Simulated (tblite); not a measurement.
Input of a run (GFN2-xTB geometry optimisation, gas phase (tblite 0.8.0)), started from a force field or distance geometry:
```
{"job": {"kind": "relax", "xc": "GFN2-xTB", "basis": "xTB"}, "charge": 0, "multiplicity": 1}
C      3.304000     0.508200    -0.327800
Si     1.799000    -0.514200     0.126100
O      0.465200     0.486700     0.166800
Si    -0.872800    -0.020400    -0.776700
C     -1.734800    -1.507900    -0.011300
C     -2.088300     1.382400    -0.714700
O     -1.808500     2.496100    -1.242000
O     -3.299800     1.224000    -0.080700
H      3.131400     1.564500     0.028800
H      3.408600     0.581000    -1.415800
H      4.214300     0.101100     0.138800
H      2.045900    -0.962600     1.526400
H      1.688200    -1.661400    -0.763600
H     -0.548300    -0.315100    -2.173600
H     -2.336200    -1.170000     0.846500
H     -0.975700    -2.261400     0.238100
H     -2.441100    -1.905500    -0.784400
H     -3.959600     1.980900    -0.057400
```

Output (eV, eV/Å):
```
step      E/eV     max force
  0    -741.25663    5.114
  1    -741.51472    5.336
  2    -741.72113    1.035
  3    -741.78416    0.755
  4    -741.89768    0.468
  5    -741.92120    0.372
  6    -741.95697    0.388
  7    -741.97568    0.355
  8    -741.98979    0.237
  9    -741.99596    0.204
 10    -742.00195    0.227
 11    -742.00788    0.238
 12    -742.01433    0.197
 13    -742.01982    0.169
 14    -742.02434    0.145
 15    -742.02928    0.203
 16    -742.03562    0.233
 17    -742.04155    0.172
 18    -742.04598    0.145
 19    -742.04997    0.160
 20    -742.05463    0.245
 21    -742.06083    0.273
 22    -742.06834    0.211
 23    -742.07513    0.167
 24    -742.07945    0.138
 25    -742.08225    0.143
 26    -742.08494    0.137
 27    -742.08752    0.103
 28    -742.08985    0.123
 29    -742.09215    0.125
 30    -742.09498    0.155
 31    -742.09862    0.159
 32    -742.10242    0.134
 33    -742.10557    0.125
 34    -742.10815    0.112
 35    -742.11101    0.179
 36    -742.11387    0.160
 37    -742.11676    0.179
 38    -742.11860    0.096
 39    -742.11970    0.062
 40    -742.12016    0.066
 41    -742.12177    0.113
 42    -742.12330    0.147
 43    -742.12533    0.149
 44    -742.12689    0.103
 45    -742.12801    0.078
 46    -742.12892    0.083
 47    -742.12992    0.101
 48    -742.13089    0.087
 49    -742.13162    0.058
 50    -742.13202    0.071
 51    -742.13237    0.060
 52    -742.13271    0.050
 53    -742.13338    0.034
 54    -742.13361    0.028
 55    -742.13386    0.031
 56    -742.13409    0.038
 57    -742.13453    0.061
 58    -742.13507    0.072
 59    -742.13563    0.057
 60    -742.13609    0.049
 61    -742.13655    0.051
 62    -742.13716    0.078
 63    -742.13799    0.102
 64    -742.13912    0.098
 65    -742.14055    0.119
 66    -742.14291    0.134
 67    -742.14525    0.165
 68    -742.14946    0.185
 69    -742.15193    0.190
 70    -742.15390    0.118
 71    -742.15517    0.117
 72    -742.15626    0.108
 73    -742.15867    0.136
 74    -742.16117    0.156
 75    -742.16417    0.151
 76    -742.16158    0.372
 77    -742.16669    0.199
 78    -742.16760    0.144
 79    -742.16876    0.127
 80    -742.17026    0.230
 81    -742.17191    0.145
 82    -742.17468    0.152
 83    -742.17754    0.205
 84    -742.18133    0.255
 85    -742.18288    0.194
 86    -742.18513    0.250
 87    -742.18855    0.148
 88    -742.19018    0.320
 89    -742.19240    0.268
 90    -742.19464    0.109
 91    -742.19727    0.147
 92    -742.20009    0.116
 93    -742.20213    0.147
 94    -742.20305    0.153
 95    -742.20442    0.146
 96    -742.20563    0.066
 97    -742.20669    0.078
 98    -742.20756    0.067
 99    -742.20828    0.067
100    -742.20950    0.079
101    -742.21106    0.071
102    -742.21211    0.066
103    -742.21288    0.059
104    -742.21347    0.052
105    -742.21391    0.047
106    -742.21425    0.041
107    -742.21457    0.035
108    -742.21489    0.050
109    -742.21519    0.061
110    -742.21545    0.036
111    -742.21569    0.035
112    -742.21597    0.049
113    -742.21632    0.063
114    -742.21678    0.059
115    -742.21717    0.055
116    -742.21754    0.052
117    -742.21797    0.062
118    -742.21847    0.068
119    -742.21891    0.051
120    -742.21919    0.036
121    -742.21935    0.028
122    -742.21955    0.034
123    -742.21987    0.052
124    -742.22029    0.062
125    -742.22076    0.060
126    -742.22123    0.051
127    -742.22168    0.058
128    -742.22203    0.040
129    -742.22228    0.048
130    -742.22253    0.047
131    -742.22284    0.041
132    -742.22327    0.045
133    -742.22357    0.042
134    -742.22380    0.036
135    -742.22396    0.067
136    -742.22411    0.031
137    -742.22427    0.020
138    -742.22439    0.044
139    -742.22452    0.041
140    -742.22473    0.057
141    -742.22499    0.048
142    -742.22531    0.043
143    -742.22564    0.055
144    -742.22597    0.080
145    -742.22631    0.079
146    -742.22658    0.052
147    -742.22684    0.032
148    -742.22707    0.033
149    -742.22733    0.043
150    -742.22756    0.033
151    -742.22776    0.027
152    -742.22788    0.035
153    -742.22798    0.026
154    -742.22807    0.033
155    -742.22816    0.025
156    -742.22824    0.016
157    -742.22830    0.020
158    -742.22836    0.023
159    -742.22845    0.025
160    -742.22861    0.030
161    -742.22877    0.029
162    -742.22891    0.040
163    -742.22899    0.015
164    -742.22904    0.010
```

**Question.** Summarise the run.

**Answer.** The energy falls by 0.972 eV over 164 L-BFGS steps, the largest force on an atom goes from 5.11 to 0.010 eV/Å, and the atoms move by 1.064 Å rms after alignment. The bond that changes most is O3–Si4 (siloxane oxygen to oxygen-bound silicon), which shortens by 0.103 Å. Bonds longer at the end by more than 0.005 Å: 4 of 17; shorter: 12. Among the angles that change most is Si2–O3–Si4, from 115.7° to 152.6°. Among the dihedrals that turn most is C1–Si2–O3–Si4, from 127° to -47°. The energy rose by more than 1e-5 eV at step 76. The first step brought 27 % of the lowering.

**Question.** What are the final bond lengths?

**Answer.** C1–Si2 1.892 Å, Si2–O3 1.642 Å, O3–Si4 1.611 Å, Si4–C5 1.893 Å, Si4–C6 1.923 Å, C6=O7 1.207 Å, C6–O8 1.341 Å, C1–H9 1.087 Å, C1–H10 1.087 Å, C1–H11 1.086 Å, Si2–H12 1.463 Å, Si2–H13 1.465 Å, Si4–H14 1.465 Å, C5–H15 1.087 Å, C5–H16 1.086 Å, C5–H17 1.085 Å, O8–H18 0.974 Å. Numbering counts from 1 in the input's order; the species is `C[SiH2]O[Si@@H](C)C(O)=O`.

Its GFN2-xTB frequencies are all real (lowest 17 cm⁻¹). The numbers are those of one conformer.

These are computed values.
